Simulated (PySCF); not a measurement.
Sn(OMe)3(NH2), SMILES [NH2][Sn]([O]C)([O]C)[O]C (C₃H₁₁NO₃Sn), GFN2-xTB optimised geometry.

```
19

C     -1.59    -3.09    -2.17
O     -1.85    -1.79    -1.71
Sn    -1.17    -1.00     0.00
N     -1.98     0.86     0.00
O      0.83    -1.00     0.00
C      1.60    -0.19    -0.85
O     -1.69    -2.01     1.64
C     -0.83    -2.85     2.38
H     -0.52    -3.30    -2.25
H     -2.04    -3.15    -3.17
H     -2.06    -3.84    -1.53
H     -2.64     0.93    -0.77
H     -2.51     1.00     0.85
H      1.46    -0.45    -1.91
H      2.64    -0.39    -0.58
H      1.39     0.87    -0.71
H      0.12    -2.36     2.62
H     -0.64    -3.79     1.87
H     -1.37    -3.05     3.31
```

Density from CAM-B3LYP/def2-SVP, def2 effective core potentials past Kr run with PySCF at that geometry. The core electrons that the potentials of Sn replace are not part of the density.

Minimum of the electron density along straight lines between bonded atoms, close to the bond critical point (lines longer than 1.1 times the sum of covalent radii, or with two minima, are not listed):

| bond | length / Å | ρ at the minimum / e bohr⁻³ | ∇²ρ there / e bohr⁻⁵ | position (fraction from the first atom) |
|---|---|---|---|---|
| C1–O2 | 1.403 | 0.259 | -0.42 | 0.34 |
| O2–Sn3 | 2.006 | 0.101 | 0.52 | 0.49 |
| Sn3–N4 | 2.029 | 0.112 | 0.40 | 0.51 |
| Sn3–O5 | 2.001 | 0.102 | 0.53 | 0.51 |
| O5–C6 | 1.405 | 0.257 | -0.41 | 0.66 |
| Sn3–O7 | 1.993 | 0.104 | 0.54 | 0.51 |
| O7–C8 | 1.407 | 0.255 | -0.40 | 0.66 |
| C1–H9 | 1.094 | 0.281 | -1.06 | 0.63 |
| C1–H10 | 1.093 | 0.282 | -1.08 | 0.64 |
| C1–H11 | 1.093 | 0.281 | -1.07 | 0.63 |
| N4–H12 | 1.017 | 0.325 | -1.50 | 0.77 |
| N4–H13 | 1.017 | 0.325 | -1.50 | 0.77 |
| C6–H14 | 1.092 | 0.281 | -1.07 | 0.63 |
| C6–H15 | 1.092 | 0.282 | -1.09 | 0.64 |
| C6–H16 | 1.091 | 0.283 | -1.08 | 0.64 |
| C8–H17 | 1.091 | 0.283 | -1.09 | 0.64 |
| C8–H18 | 1.092 | 0.281 | -1.07 | 0.63 |
| C8–H19 | 1.092 | 0.282 | -1.09 | 0.64 |
